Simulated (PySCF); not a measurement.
H3N.

```xyz
4

N      0.0000     0.0000     0.1117
H      0.8165    -0.4714    -0.2605
H     -0.8165    -0.4714    -0.2605
H      0.0000     0.9428    -0.2605
```

Coordinates come from a B3LYP-D3(BJ)/def2-TZVP optimisation.

The numbers are results of PySCF with HF/pcSseg-1, not measurements. Non-relativistic, no solvent.

Computed absolute GIAO shielding of each atom: isotropic value and principal components (ppm):
```json
[
 {"atom": "N1", "σ(iso)": "267.3", "σ11": "232.7", "σ22": "284.6", "σ33": "284.6", "span": "51.9"},
 {"atom": "H2", "σ(iso)": "31.6", "σ11": "25.6", "σ22": "26.4", "σ33": "42.8", "span": "17.2"},
 {"atom": "H3", "σ(iso)": "31.6", "σ11": "25.6", "σ22": "26.4", "σ33": "42.8", "span": "17.2"},
 {"atom": "H4", "σ(iso)": "31.6", "σ11": "25.6", "σ22": "26.4", "σ33": "42.8", "span": "17.2"}
]
```
